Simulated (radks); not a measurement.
Results of a calculation; reference values are marked as such.
Valence configurations of neutral lanthanum (all share [Xe]). Level of theory: scalar-relativistic Kohn-Sham, BLYP, spin-polarised, spherical densities, point nucleus; open shells are filled with parallel spins first (spin-orbit coupling, left out, can overturn this in heavy ions) (a radial shooting solver on a logarithmic mesh with Libxc functionals). Energies are relative to 5d1 6s2; eigenvalues in eV for spin up.

valence              E (eV)  moment (Bohr magnetons)   e(4f)   e(5d)   e(6p)   e(6s)
5d1 6s2               0.000                        1       -  -3.066       -  -3.617
5d0.5 6s2 6p0.5       1.042                        1       -  -4.002  -1.665  -4.227
4f0.5 5d1 6s1 6p0.5   1.107                        3  -1.472  -2.651  -1.449  -3.725
5d3                   1.431                        3       -  -1.582       -       -
5d1 6s1 6p1           1.928                        3       -  -3.996  -1.880  -4.450
6s2 6p1               2.338                        1       -       -  -2.070  -4.807
4f0.5 6s1 6p1.5       2.730                        3  -4.000       -  -2.194  -4.790
4f0.5 5d1 6p1.5       3.428                        3  -2.488  -3.421  -1.902       -
4f2 5d1               5.627                        3  -0.245  -3.322       -       -
6p3                   7.442                        3       -       -  -2.999       -

NIST lists [Xe] 5d1 6s2 as the ground configuration; this level of theory agrees among the configurations tried. The energies are those of spherical high-spin densities, not of single terms.
